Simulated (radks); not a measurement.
Charge is removed step by step from the 1s down level of Rb+, starting from 1s(up 1, down 1) 2s2 2p6 3s2 3p6 3d10 4s2 4p6. Calculated with a radial shooting solver on a logarithmic mesh with Libxc functionals: scalar-relativistic Kohn-Sham, LDA (Slater exchange, Perdew-Wang correlation), spin-polarised, spherical densities, finite nucleus; Fermi nuclear charge, rms radius 4.2036 fm.

removed (e) = 0: E - E(0) (eV) 0.000; eigenvalue (eV) -15015.6; E minus straight line (eV) 0.000
removed (e) = 0.125: E - E(0) (eV) 1879.6; eigenvalue (eV) -15067.6; E minus straight line (eV) -21.204
removed (e) = 0.25: E - E(0) (eV) 3765.6; eigenvalue (eV) -15118.7; E minus straight line (eV) -35.960
removed (e) = 0.375: E - E(0) (eV) 5658.0; eigenvalue (eV) -15168.7; E minus straight line (eV) -44.392
removed (e) = 0.5: E - E(0) (eV) 7556.5; eigenvalue (eV) -15217.3; E minus straight line (eV) -46.658
removed (e) = 0.625: E - E(0) (eV) 9460.9; eigenvalue (eV) -15263.8; E minus straight line (eV) -42.971
removed (e) = 0.75: E - E(0) (eV) 11371.1; eigenvalue (eV) -15307.5; E minus straight line (eV) -33.622
removed (e) = 0.875: E - E(0) (eV) 13286.4; eigenvalue (eV) -15346.7; E minus straight line (eV) -19.050
removed (e) = 1: E - E(0) (eV) 15206.3; eigenvalue (eV) -15377.3; E minus straight line (eV) 0.000

Removing the whole electron costs 15206.3 eV by Delta-SCF, against 15015.6 eV from minus the eigenvalue at the starting occupation. Slater's transition state (half an electron removed) gives 15217.3 eV. Integrating minus the eigenvalue over the occupation (Janak's theorem) gives 15211.1 eV. In this scalar-relativistic scheme the density is built from large components alone, so the theorem holds only approximately. The mean slope of the eigenvalue, de/dn, is 362 eV per electron.
